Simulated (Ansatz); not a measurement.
Species: H3GeSeO, charge 0, doublet. H3GeSeO (SMILES [O][Se][GeH3], doublet).
B3LYP-D3(BJ)/def2-TZVP minimum from Ansatz (a first-principles code):
```
Ge
H 1 1.5334
H 1 1.5334 2 111.41
H 1 1.5379 2 111.36 3 -124.99
Se 1 2.4365 2 107.44 3 117.42
O 5 1.6813 1 100.47 2 -59.99
```
Charge 0, spin multiplicity 2.

Atomisation energy term by term, kcal/mol (programs: Ansatz). Radicals and triplets start from unrestricted determinants; spin-orbit coupling is neglected. Cores are frozen in correlated methods (noble-gas shells, and filled d and f shells in the p block). No relativity. CBS(X,Y): correlation extrapolated as X^-3, Hartree-Fock from the larger set. A bracket is a step between two methods taken in the basis named. Where a partner has so few electrons that a lower coupled-cluster level is exact, that level stands in. The T1 diagnostic of H3GeOSe ([O][Se][GeH3], doublet) reaches 0.048 in the sets run.

| term | basis | kcal/mol |
|---|---|---|
| Hartree-Fock | cc-pVQZ | 218.53 |
| CCSD correlation | CBS(cc-pVTZ,cc-pVQZ) | 127.49 |
| (T) | CBS(cc-pVTZ,cc-pVQZ) | 10.13 |
| CCSDT(Q) - CCSD(T) | cc-pVDZ | 1.63 |
| sum: De |  | 357.8 |
